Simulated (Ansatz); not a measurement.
C2H6OSe, singlet, at a GFN2-xTB geometry; CASSCF(4,6)/STO-3G in Ansatz (an electronic-structure program).

Ansatz was given this input:
Ansatz 0.2 input:
```yaml
crystal:
  periodic: [false, false, false]
  atoms:
    - {symbol: Se, position_ang: [0.49605182, 0.01618682, 0.55016225]}
    - {symbol: C, position_ang: [-0.82915718, -1.04528230, -0.45112707]}
    - {symbol: C, position_ang: [-2.06132614, -0.24793224, -0.82799254]}
    - {symbol: H, position_ang: [-1.07533697, -1.87941207, 0.20637027]}
    - {symbol: H, position_ang: [-0.31044341, -1.42292927, -1.33282738]}
    - {symbol: H, position_ang: [-1.79233456, 0.58828796, -1.47064572]}
    - {symbol: H, position_ang: [-2.55779548, 0.14013519, 0.05935577]}
    - {symbol: H, position_ang: [-2.76361848, -0.87979946, -1.36930198]}
    - {symbol: O, position_ang: [1.04285793, 1.08854104, -0.80082897]}
    - {symbol: H, position_ang: [0.63380358, 1.95432483, -0.71711830]}
basis:
  gaussian:
    orbitals: STO-3G
hamiltonian:
  xc: hf
magnetization: {spin_polarized: false}
correlation: {active_space: {window: {electrons: 4, orbitals: 6}}}
```

The log (banner, timings and long lists left out):

```
Functional definition: HF
481 factors; integrals over basis functions are off by at most 3.0e-5 eV
mean field evaluation 1: about -68725.4724 eV, gradient 1.9e1 eV
mean field evaluation 2: about -68725.6380 eV, gradient 1.9e1 eV
mean field evaluation 4: about -68727.0216 eV, gradient 1.3e0 eV
mean field evaluation 8: about -68727.0285 eV, gradient 2.6e-6 eV
mean field -68727.02850989 eV, -2525.6717128852 hartree, gradient 8.7e-7 eV, S^2 0.000000; 0 other end points of the search recorded, 0 dependent functions left out
reference -68727.02850989 eV, -2525.6717128852 hartree; 30, 30 occupied and 9, 9 virtual orbitals, 481 factors
state -68728.28058833 eV, -2525.7177259195 hartree
1 active orbitals were swapped for others, from the solution at -68728.28019515 eV, -2525.7177114704 hartree to that at -68728.28058833 eV, -2525.7177259195 hartree; typed "places" are swapped only where nearly empty or full, and so, without "given_window_search", are "orbital_numbers", "shells" and a window whose orbitals a file names under [Active]
Total energy: -68728.28058833 eV, -2525.7177259195 hartree
```
